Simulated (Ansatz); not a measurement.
Ansatz (an electronic-structure program) input (HF/3-21G): The .json file is the Basis Set Exchange's 3-21G.

Ansatz 0.2 input:
```yaml
crystal:
  periodic: [false, false, false]
  atoms:
    - {symbol: O, position_ang: [1.18563678, -0.76582375, 0.58272157]}
    - {symbol: Si, position_ang: [0.00786784, -0.12388330, -0.38319690]}
    - {symbol: O, position_ang: [-1.45045857, -0.52686056, 0.26182662]}
    - {symbol: F, position_ang: [0.17389342, 1.49406603, -0.33827441]}
    - {symbol: H, position_ang: [2.13570860, -0.77729791, 0.46341287]}
    - {symbol: H, position_ang: [-1.69232497, -0.59345557, 1.18942803]}
basis:
  gaussian:
    orbitals: 3-21G.json
hamiltonian:
  xc: {name: HF}
magnetization: {spin_polarized: true, initial_magnetization: 1}
phonons: {temperatures: {t_min: 298.15, t_max: 298.15, t_step: 100}}
```

Output:

```
Functional definition: HF
integrals: 0.01 GiB planned
482 factors; integrals over basis functions are off by at most 1.3e-4 eV
mean field: 0.11 GiB planned
mean field evaluation 1: about -14594.7420 eV, gradient 3.0e1 eV
mean field evaluation 2: about -14594.7476 eV, gradient 3.0e1 eV
mean field evaluation 4: about -14598.0232 eV, gradient 1.7e0 eV
mean field evaluation 8: about -14598.0677 eV, gradient 3.2e-4 eV
mean field -14598.06769826 eV, -536.4690929854 hartree, gradient 2.2e-5 eV, S^2 0.753412; 0 other end points of the search recorded, 0 dependent functions left out
the calculation of the forces begins
reference -14598.06769826 eV, -536.4690929854 hartree; 21, 20 occupied and 23, 24 virtual orbitals, 482 factors
these checks for a lower state are left out or cut short: stability, starts, cluster_reference, orbital_swaps, neighbouring_geometries, increment
integrals: 0.01 GiB planned
482 factors; integrals over basis functions are off by at most 1.3e-4 eV
mean field: 0.11 GiB planned
mean field evaluation 16: about -14598.0675 eV, gradient 4.6e-5 eV
mean field -14598.06745093 eV, -536.4690838960 hartree, gradient 8.4e-7 eV, S^2 0.753421; 0 other end points of the search recorded, 0 dependent functions left out
the calculation of the forces begins
reference -14598.06745093 eV, -536.4690838960 hartree; 21, 20 occupied and 23, 24 virtual orbitals, 482 factors
these checks for a lower state are left out or cut short: stability, starts, cluster_reference, orbital_swaps, neighbouring_geometries, increment
integrals: 0.01 GiB planned
482 factors; integrals over basis functions are off by at most 1.3e-4 eV
mean field: 0.11 GiB planned
mean field -14598.06745144 eV, -536.4690839148 hartree, gradient 3.0e-6 eV, S^2 0.753403; 0 other end points of the search recorded, 0 dependent functions left out
the calculation of the forces begins
reference -14598.06745144 eV, -536.4690839148 hartree; 21, 20 occupied and 23, 24 virtual orbitals, 482 factors
these checks for a lower state are left out or cut short: stability, starts, cluster_reference, orbital_swaps, neighbouring_geometries, increment
integrals: 0.01 GiB planned
482 factors; integrals over basis functions are off by at most 1.3e-4 eV
mean field: 0.11 GiB planned
mean field evaluation 32: about -14598.0677 eV, gradient 3.0e-6 eV
mean field -14598.06767430 eV, -536.4690921050 hartree, gradient 3.0e-6 eV, S^2 0.753404; 0 other end points of the search recorded, 0 dependent functions left out
the calculation of the forces begins
reference -14598.06767430 eV, -536.4690921050 hartree; 21, 20 occupied and 23, 24 virtual orbitals, 482 factors
these checks for a lower state are left out or cut short: stability, starts, cluster_reference, orbital_swaps, neighbouring_geometries, increment
integrals: 0.01 GiB planned
482 factors; integrals over basis functions are off by at most 1.3e-4 eV
mean field: 0.11 GiB planned
mean field -14598.06767185 eV, -536.4690920150 hartree, gradient 8.5e-7 eV, S^2 0.753420; 0 other end points of the search recorded, 0 dependent functions left out
the calculation of the forces begins
reference -14598.06767185 eV, -536.4690920150 hartree; 21, 20 occupied and 23, 24 virtual orbitals, 482 factors
these checks for a lower state are left out or cut short: stability, starts, cluster_reference, orbital_swaps, neighbouring_geometries, increment
integrals: 0.01 GiB planned
482 factors; integrals over basis functions are off by at most 1.3e-4 eV
mean field: 0.11 GiB planned
mean field -14598.06765733 eV, -536.4690914812 hartree, gradient 8.5e-7 eV, S^2 0.753426; 0 other end points of the search recorded, 0 dependent functions left out
the calculation of the forces begins
reference -14598.06765733 eV, -536.4690914812 hartree; 21, 20 occupied and 23, 24 virtual orbitals, 482 factors
these checks for a lower state are left out or cut short: stability, starts, cluster_reference, orbital_swaps, neighbouring_geometries, increment
integrals: 0.01 GiB planned
482 factors; integrals over basis functions are off by at most 1.3e-4 eV
mean field: 0.11 GiB planned
mean field -14598.06766064 eV, -536.4690916030 hartree, gradient 3.0e-6 eV, S^2 0.753397; 0 other end points of the search recorded, 0 dependent functions left out
the calculation of the forces begins
reference -14598.06766064 eV, -536.4690916030 hartree; 21, 20 occupied and 23, 24 virtual orbitals, 482 factors
these checks for a lower state are left out or cut short: stability, starts, cluster_reference, orbital_swaps, neighbouring_geometries, increment
integrals: 0.01 GiB planned
482 factors; integrals over basis functions are off by at most 1.3e-4 eV
mean field: 0.11 GiB planned
mean field -14598.06752945 eV, -536.4690867816 hartree, gradient 3.0e-6 eV, S^2 0.753402; 0 other end points of the search recorded, 0 dependent functions left out
[...]
mean field: 0.11 GiB planned
mean field -14598.06769130 eV, -536.4690927296 hartree, gradient 3.0e-6 eV, S^2 0.753410; 0 other end points of the search recorded, 0 dependent functions left out
the calculation of the forces begins
reference -14598.06769130 eV, -536.4690927296 hartree; 21, 20 occupied and 23, 24 virtual orbitals, 482 factors
these checks for a lower state are left out or cut short: stability, starts, cluster_reference, orbital_swaps, neighbouring_geometries, increment
integrals: 0.01 GiB planned
482 factors; integrals over basis functions are off by at most 1.3e-4 eV
mean field: 0.11 GiB planned
mean field -14598.06752299 eV, -536.4690865442 hartree, gradient 8.5e-7 eV, S^2 0.753417; 0 other end points of the search recorded, 0 dependent functions left out
the calculation of the forces begins
reference -14598.06752299 eV, -536.4690865442 hartree; 21, 20 occupied and 23, 24 virtual orbitals, 482 factors
these checks for a lower state are left out or cut short: stability, starts, cluster_reference, orbital_swaps, neighbouring_geometries, increment
integrals: 0.01 GiB planned
482 factors; integrals over basis functions are off by at most 1.3e-4 eV
mean field: 0.11 GiB planned
mean field evaluation 192: about -14598.0675 eV, gradient 3.0e-6 eV
mean field -14598.06752622 eV, -536.4690866629 hartree, gradient 3.0e-6 eV, S^2 0.753407; 0 other end points of the search recorded, 0 dependent functions left out
the calculation of the forces begins
reference -14598.06752622 eV, -536.4690866629 hartree; 21, 20 occupied and 23, 24 virtual orbitals, 482 factors
these checks for a lower state are left out or cut short: stability, starts, cluster_reference, orbital_swaps, neighbouring_geometries, increment
integrals: 0.01 GiB planned
482 factors; integrals over basis functions are off by at most 1.3e-4 eV
mean field: 0.11 GiB planned
mean field -14598.06769630 eV, -536.4690929132 hartree, gradient 3.0e-6 eV, S^2 0.753411; 0 other end points of the search recorded, 0 dependent functions left out
the calculation of the forces begins
reference -14598.06769630 eV, -536.4690929132 hartree; 21, 20 occupied and 23, 24 virtual orbitals, 482 factors
these checks for a lower state are left out or cut short: stability, starts, cluster_reference, orbital_swaps, neighbouring_geometries, increment
integrals: 0.01 GiB planned
482 factors; integrals over basis functions are off by at most 1.3e-4 eV
mean field: 0.11 GiB planned
mean field -14598.06769631 eV, -536.4690929137 hartree, gradient 3.0e-6 eV, S^2 0.753412; 0 other end points of the search recorded, 0 dependent functions left out
the calculation of the forces begins
reference -14598.06769631 eV, -536.4690929137 hartree; 21, 20 occupied and 23, 24 virtual orbitals, 482 factors
these checks for a lower state are left out or cut short: stability, starts, cluster_reference, orbital_swaps, neighbouring_geometries, increment
integrals: 0.01 GiB planned
482 factors; integrals over basis functions are off by at most 1.3e-4 eV
mean field: 0.11 GiB planned
mean field -14598.06769234 eV, -536.4690927678 hartree, gradient 3.0e-6 eV, S^2 0.753411; 0 other end points of the search recorded, 0 dependent functions left out
the calculation of the forces begins
reference -14598.06769234 eV, -536.4690927678 hartree; 21, 20 occupied and 23, 24 virtual orbitals, 482 factors
these checks for a lower state are left out or cut short: stability, starts, cluster_reference, orbital_swaps, neighbouring_geometries, increment
integrals: 0.01 GiB planned
482 factors; integrals over basis functions are off by at most 1.3e-4 eV
mean field: 0.11 GiB planned
mean field -14598.06769199 eV, -536.4690927549 hartree, gradient 3.0e-6 eV, S^2 0.753413; 0 other end points of the search recorded, 0 dependent functions left out
the calculation of the forces begins
reference -14598.06769199 eV, -536.4690927549 hartree; 21, 20 occupied and 23, 24 virtual orbitals, 482 factors
these checks for a lower state are left out or cut short: stability, starts, cluster_reference, orbital_swaps, neighbouring_geometries, increment
integrals: 0.01 GiB planned
482 factors; integrals over basis functions are off by at most 1.3e-4 eV
mean field: 0.11 GiB planned
mean field evaluation 224: about -14598.0677 eV, gradient 3.0e-2 eV
mean field -14598.06767811 eV, -536.4690922448 hartree, gradient 3.0e-6 eV, S^2 0.753408; 0 other end points of the search recorded, 0 dependent functions left out
the calculation of the forces begins
reference -14598.06767811 eV, -536.4690922448 hartree; 21, 20 occupied and 23, 24 virtual orbitals, 482 factors
these checks for a lower state are left out or cut short: stability, starts, cluster_reference, orbital_swaps, neighbouring_geometries, increment
integrals: 0.01 GiB planned
482 factors; integrals over basis functions are off by at most 1.3e-4 eV
mean field: 0.11 GiB planned
mean field -14598.06768007 eV, -536.4690923169 hartree, gradient 3.0e-6 eV, S^2 0.753415; 0 other end points of the search recorded, 0 dependent functions left out
the calculation of the forces begins
reference -14598.06768007 eV, -536.4690923169 hartree; 21, 20 occupied and 23, 24 virtual orbitals, 482 factors
these checks for a lower state are left out or cut short: stability, starts, cluster_reference, orbital_swaps, neighbouring_geometries, increment
integrals: 0.01 GiB planned
482 factors; integrals over basis functions are off by at most 1.3e-4 eV
mean field: 0.11 GiB planned
mean field -14598.06769573 eV, -536.4690928924 hartree, gradient 3.0e-6 eV, S^2 0.753411; 0 other end points of the search recorded, 0 dependent functions left out
the calculation of the forces begins
reference -14598.06769573 eV, -536.4690928924 hartree; 21, 20 occupied and 23, 24 virtual orbitals, 482 factors
these checks for a lower state are left out or cut short: stability, starts, cluster_reference, orbital_swaps, neighbouring_geometries, increment
integrals: 0.01 GiB planned
482 factors; integrals over basis functions are off by at most 1.3e-4 eV
mean field: 0.11 GiB planned
mean field -14598.06769630 eV, -536.4690929133 hartree, gradient 3.0e-6 eV, S^2 0.753413; 0 other end points of the search recorded, 0 dependent functions left out
the calculation of the forces begins
reference -14598.06769630 eV, -536.4690929133 hartree; 21, 20 occupied and 23, 24 virtual orbitals, 482 factors
these checks for a lower state are left out or cut short: stability, starts, cluster_reference, orbital_swaps, neighbouring_geometries, increment
integrals: 0.01 GiB planned
482 factors; integrals over basis functions are off by at most 1.3e-4 eV
mean field: 0.11 GiB planned
mean field evaluation 256: about -14598.0675 eV, gradient 3.0e-6 eV
mean field -14598.06754454 eV, -536.4690873364 hartree, gradient 3.0e-6 eV, S^2 0.753414; 0 other end points of the search recorded, 0 dependent functions left out
the calculation of the forces begins
reference -14598.06754454 eV, -536.4690873364 hartree; 21, 20 occupied and 23, 24 virtual orbitals, 482 factors
these checks for a lower state are left out or cut short: stability, starts, cluster_reference, orbital_swaps, neighbouring_geometries, increment
integrals: 0.01 GiB planned
482 factors; integrals over basis functions are off by at most 1.3e-4 eV
mean field: 0.11 GiB planned
mean field -14598.06753737 eV, -536.4690870729 hartree, gradient 3.0e-6 eV, S^2 0.753409; 0 other end points of the search recorded, 0 dependent functions left out
the calculation of the forces begins
reference -14598.06753737 eV, -536.4690870729 hartree; 21, 20 occupied and 23, 24 virtual orbitals, 482 factors
Total energy: -14598.06769826 eV, -536.4690929854 hartree
Atom 0 at     1.185637    -0.765824     0.582722 Å, force     0.000212     0.000490    -0.000650 eV/Å
Atom 1 at     0.007868    -0.123883    -0.383197 Å, force     0.000886    -0.001482     0.000344 eV/Å
Atom 2 at    -1.450459    -0.526861     0.261827 Å, force     0.000248     0.000107    -0.000939 eV/Å
Atom 3 at     0.173893     1.494066    -0.338274 Å, force     0.000101     0.001016     0.000090 eV/Å
Atom 4 at     2.135709    -0.777298     0.463413 Å, force    -0.001022    -0.000006     0.000051 eV/Å
Atom 5 at    -1.692325    -0.593456     1.189428 Å, force    -0.000424    -0.000126     0.001105 eV/Å
Dipole moment:     0.361648    -0.285312    -0.001812 e Å
Vibrations: 123.72 200.16 322.95 363.69 410.62 697.91 737.10 916.98 1031.82 1092.28 3969.18 4015.47 cm⁻¹, zero-point energy 0.860568 eV
```

The blocks after the first are displaced geometries, from whose forces the wavenumbers follow.
